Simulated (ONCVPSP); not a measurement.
Before and after: ONCV potential for krypton

* Element: krypton
* Generator: ONCVPSP 4.0.1
* Type: optimised norm-conserving Vanderbilt (ONCV)
* Functional: PBEsol
* Relativity: scalar-relativistic
* Frozen core: [Ar]
* Valence charge: 18
* Reference configuration: 3d10 4s2 4p6
* Partial waves: 4s: rc 1.20 bohr, ncon 4, nbas 7, qcut 4.6 1/bohr, 1 projector; 4p: rc 1.40 bohr, ncon 4, nbas 8, qcut 5.9 1/bohr, 2 projectors, debl 2.7 Ha; 3d: rc 0.85 bohr, ncon 4, nbas 9, qcut 21.7 1/bohr, 3 projectors, debl 1.1 Ha
* Local potential: polynomial inside 0.70 bohr (lpopt 4, dvloc0 0 Ha)
* Core correction: Teter function, fcfact 4.5, rcfact 1.75

In the d channel the program set the typed energies aside and used -2.991, 0.250, 1.350 Ha.

All-electron outer shells of the reference configuration (PBEsol, scalar-relativistic, ld1.x):

```tsv
shell	level (eV)	outermost node (bohr)	outermost maximum (bohr)
3s	-263.51	0.22	0.47
3p	-194.95	0.20	0.46
3d	-81.40	–	0.41
4s	-23.04	0.64	1.34
4p	-9.24	0.67	1.55
```

Change: s: qcut 3.

Cutoffs: the cutoffs (Ha) at which the residual kinetic energy of the hardest occupied pseudo-wave falls to 1 and 0.1 mHa per electron; they do not see the model core or the augmentation charge, which bear on the density cutoff. Errors are all-electron minus pseudo energies relative to the spin-unpolarised reference configuration.

Task: Predict the effect on cutoff, ghosts and configuration errors.

Result: The potential gets neither clearly harder nor softer (171 Ha and 191 Ha → 171 Ha and 191 Ha); both files keep a bound ghost (s); of the 4 tests that both files solve, the error grows in 2 and shrinks in 1 by more than 15 % and 0.3 meV (median size 3.0 → 3.4 meV).

| quantity | base | changed |
| --- | --- | --- |
| cutoff, loose | 171 Ha | 171 Ha |
| cutoff, tight | 191 Ha | 191 Ha |
| loose cutoff by channel | s 25 Ha, p 14 Ha, d 171 Ha | s 56 Ha, p 14 Ha, d 171 Ha |
| bound ghosts | s | s |
| GHOST(+) flags under 300 eV | p at 161.6 eV | p at 161.6 eV |
| error for 3d10 4s2 4p5, meV [ΔE 14.28 eV] | -2.3 | -2.4 |
| error for 3d10 4s2 4p4, meV [ΔE 39.46 eV] | -3.7 | -4.4 |
| error for 3d10 4s2 4p3, meV [ΔE 76.55 eV] | +0.6 | -1.7 |
| error for 3d10 4s2 4p2, meV [ΔE 126.39 eV] | +19 | +13 |
| s: phases at 1.22 bohr within 0.05 rad from the reference energy up to (Ha; the scan ends near 5) | to the end of the scan | to the end of the scan |
| p: phases at 1.42 bohr within 0.05 rad from the reference energy up to (Ha; the scan ends near 5) | to the end of the scan | to the end of the scan |
| d: phases at 0.86 bohr within 0.05 rad from the reference energy up to (Ha; the scan ends near 5) | to the end of the scan | to the end of the scan |
| rms error of d²Exc/dni dnj with the model core, mHa | 2.36 | 2.36 |

 A true bound ghost makes a file unfit for plane-wave use even where its test errors are small: the radial tests pick states by their node count and pass the ghost by.
